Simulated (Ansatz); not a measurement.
Reaction 2 R1 + 2 R2 + 3 R3 → 6 P1 + P2, each structure at its B3LYP-D3(BJ)/def2-SVP stationary point, reached from a drawn start (curvature not checked).
P1: H2 (SMILES [H][H]), charge 0, multiplicity 1.
R1, H2O (SMILES O) (charge 0, multiplicity 1):
```xyz
3

O      0.0000     0.0000     0.4007
H      0.0000     0.7570    -0.2004
H      0.0000    -0.7570    -0.2004
```
R2: HCl (SMILES Cl), charge 0, multiplicity 1.
R3: SiH4 (SMILES [SiH4]), charge 0, multiplicity 1.
P2, Cl2H6O2Si3 (SMILES [SiH3]O[Si](Cl)(Cl)O[SiH3]) (charge 0, multiplicity 1):
```xyz
13

Si     0.02195     1.19021     0.25910
O     -1.49887     0.75289     0.63313
Si    -2.52323    -0.57130     0.56123
O      0.80736    -0.07812    -0.40632
Si     2.34033    -0.62613    -0.80388
Cl     1.01411     1.78875     1.95816
Cl    -0.01515     2.75610    -1.06758
H     -2.73556    -0.96658    -0.85790
H     -3.81152    -0.16750     1.17882
H     -1.92811    -1.70932     1.31422
H      2.19952    -1.55163    -1.95703
H      2.92347    -1.34588     0.35972
H      3.20538     0.52831    -1.17177
```

P less R. No zero-point or thermal terms. One arrangement of each flexible species, with no search for the lowest.

Cores are frozen in the correlated methods.

The values were computed with Ansatz (a program for electronic structure) with Gaussian orbitals. Each number belongs to the level named beside it.

Total energies in hartree:

```json
[
 {"structure": "P1", "PBE/def2-TZVPP": "-1.166089", "r2SCAN/def2-TZVPP": "-1.171062", "CCSD(T)/cc-pV(T+d)Z": "-1.172125"},
 {"structure": "R1", "PBE/def2-TZVPP": "-76.380213", "r2SCAN/def2-TZVPP": "-76.423123", "CCSD(T)/cc-pV(T+d)Z": "-76.332119"},
 {"structure": "R2", "PBE/def2-TZVPP": "-460.627433", "r2SCAN/def2-TZVPP": "-460.785803", "CCSD(T)/cc-pV(T+d)Z": "-460.339697"},
 {"structure": "R3", "PBE/def2-TZVPP": "-291.721820", "r2SCAN/def2-TZVPP": "-291.854122", "CCSD(T)/cc-pV(T+d)Z": "-291.439958"},
 {"structure": "P2", "PBE/def2-TZVPP": "-1942.348301", "r2SCAN/def2-TZVPP": "-1943.144523", "CCSD(T)/cc-pV(T+d)Z": "-1940.815171"}
]
```

Q: Work out the reaction energy at each level in kJ/mol (1 hartree = 2625.49964 kJ/mol), and say how far PBE/def2-TZVPP lies from CCSD(T)/cc-pV(T+d)Z.

A: 
- PBE/def2-TZVPP: 6 × (-1.166089) + (-1942.348301) − 2 × (-76.380213) − 2 × (-460.627433) − 3 × (-291.721820) = -0.164083 hartree = -430.8 kJ/mol
- r2SCAN/def2-TZVPP: 6 × (-1.171062) + (-1943.144523) − 2 × (-76.423123) − 2 × (-460.785803) − 3 × (-291.854122) = -0.190677 hartree = -500.6 kJ/mol
- CCSD(T)/cc-pV(T+d)Z: 6 × (-1.172125) + (-1940.815171) − 2 × (-76.332119) − 2 × (-460.339697) − 3 × (-291.439958) = -0.184415 hartree = -484.2 kJ/mol
PBE/def2-TZVPP less CCSD(T)/cc-pV(T+d)Z: 53.4 kJ/mol. CCSD(T)/cc-pV(T+d)Z is the level counted from, the highest shown, and no exact or measured value.
